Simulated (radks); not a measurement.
All-electron atom: Se I in [Ar] 3d9.75 4s2 4p4.25 (fractional occupations, a model configuration). All-electron calculation, non-relativistic Kohn-Sham, r2SCAN, spin-polarised, spherical densities, point nucleus; open shells are filled with parallel spins first; meta-GGA in the generalised Kohn-Sham scheme. Program: a radial shooting solver on a logarithmic mesh with Libxc functionals. Some entries of the table are withheld. Estimate them.

orbital,occ.,eigenvalue (eV),r(max) (bohr)
1s up,1,-12337.21,0.02972
1s down,1,-12337.07,0.02971
2s up,1,-1578.879,0.1680
2s down,1,-1578.521,0.1680
2p up,3,-1415.969,0.1334
2p down,3,-1415.621,0.1334
3s up,1,-215.0873,0.5104
3s down,1,-214.4988,0.5106
3p up,3,(1),0.5036
3p down,3,(2),0.5039
3d up,5,-58.7129,0.4525
3d down,4.75,-58.0035,0.4528
4s up,1,(3),1.529
4s down,1,(4),1.528
4p up,3,-7.8254,1.785
4p down,1.25,-6.1282,1.788

Answer. 
(1) 3p up eigenvalue (eV): -158.3839
(2) 3p down eigenvalue (eV): -157.7575
(3) 4s up eigenvalue (eV): -18.7166
(4) 4s down eigenvalue (eV): -16.8565
